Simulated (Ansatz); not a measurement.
Coupled-cluster diagnostics for Ag3Au (the lowest singlet isomer of a short search), Ansatz.

Geometry of the singlet (B3LYP-D4/def2-SVP):

```xyz
4

Au   -1.1318    1.8687    1.0173
Ag   -1.1812   -0.6035   -0.2016
Ag    1.1328   -1.8682   -1.0241
Ag    1.1803    0.6030    0.2085
```

In the def2 sets Ag, Au take a core potential; there is no spin–orbit coupling. Correlated methods freeze no core orbitals; core or outer-core shells of Au, Ag are correlated, in sets that lack core-valence functions. The structure comes from a short search, and lower isomers may exist.

Estimate the CCSD(T) correlation energy, the shares of MP2 and (T), T1 and the reference's ⟨S²⟩ for: charge 0, singlet, own geometry in def2-SVP; and the rough time on 4 threads of Arm Neoverse V1 on a shared host.


```json
{"state": "charge 0, singlet, own geometry", "basis": "def2-SVP", "correlation (eV)": "-37.931", "MP2 share (%)": "103.1", "(T) share (%)": "3.2", "T1": "0.017", "⟨S²⟩ (pure)": "0.00 (0.00)", "wall time": "83 s", "remarks": "restricted SCF unstable"}
```
Customary marks for T1 are 0.02 (closed shells), 0.045 (open shells) and about 0.05 (3d metals). T1 stays under 0.02 throughout.
